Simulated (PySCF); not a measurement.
# Pb+ (lead, charge +1) across methods

[Xe] 4f14 5d10 6s2 6p1, 2P determinant. All numbers are calculated (PySCF 2.14, scalar relativity through the core potential, in aug-cc-pwCVDZ-PP with ECP60MDF).

```json
{"method": "LDA", "E (hartree)": "-192.3034", "mean ε 6s α (eV)": "-19.763", "mean ε 6s β (eV)": "-19.269", "mean ε 6p α (eV)": "-10.302", "Σ⟨r²⟩ (bohr²)": "50.12", "⟨S²⟩": "0.751"}
{"method": "M06-2X", "E (hartree)": "-192.4661", "mean ε 6s α (eV)": "-22.004", "mean ε 6s β (eV)": "-20.513", "mean ε 6p α (eV)": "-12.211", "Σ⟨r²⟩ (bohr²)": "49.84", "⟨S²⟩": "0.754"}
{"method": "r2SCAN", "E (hartree)": "-192.6630", "mean ε 6s α (eV)": "-19.760", "mean ε 6s β (eV)": "-19.001", "mean ε 6p α (eV)": "-10.505", "Σ⟨r²⟩ (bohr²)": "49.89", "⟨S²⟩": "0.753"}
{"method": "PBE0", "E (hartree)": "-192.5767", "mean ε 6s α (eV)": "-20.626", "mean ε 6s β (eV)": "-19.752", "mean ε 6p α (eV)": "-11.163", "Σ⟨r²⟩ (bohr²)": "50.05", "⟨S²⟩": "0.752"}
{"method": "PW91", "E (hartree)": "-192.6821", "mean ε 6s α (eV)": "-19.490", "mean ε 6s β (eV)": "-18.907", "mean ε 6p α (eV)": "-10.256", "Σ⟨r²⟩ (bohr²)": "50.10", "⟨S²⟩": "0.751"}
{"method": "TPSSh", "E (hartree)": "-192.5172", "mean ε 6s α (eV)": "-19.892", "mean ε 6s β (eV)": "-19.096", "mean ε 6p α (eV)": "-10.598", "Σ⟨r²⟩ (bohr²)": "50.04", "⟨S²⟩": "0.752"}
{"method": "UHF", "E (hartree)": "-191.59155", "mean ε 6s α (eV)": "-23.255", "mean ε 6s β (eV)": "-21.416", "mean ε 6p α (eV)": "-13.439", "Σ⟨r²⟩ (bohr²)": "50.68", "⟨S²⟩": "0.757"}
{"method": "PBE", "E (hartree)": "-192.6060", "mean ε 6s α (eV)": "-19.417", "mean ε 6s β (eV)": "-18.836", "mean ε 6p α (eV)": "-10.203", "Σ⟨r²⟩ (bohr²)": "50.14", "⟨S²⟩": "0.751"}
```

(1) Estimate the same row for LC-wPBE.

Energies and moments cover only the electrons outside the core potential. Spin-orbit coupling, absent here, splits the open shell strongly.

Results:

(1) E (hartree) = -192.6018; mean ε 6s α (eV) = -23.489; mean ε 6s β (eV) = -22.291; mean ε 6p α (eV) = -13.665; Σ⟨r²⟩ (bohr²) = 49.78; ⟨S²⟩ = 0.754.
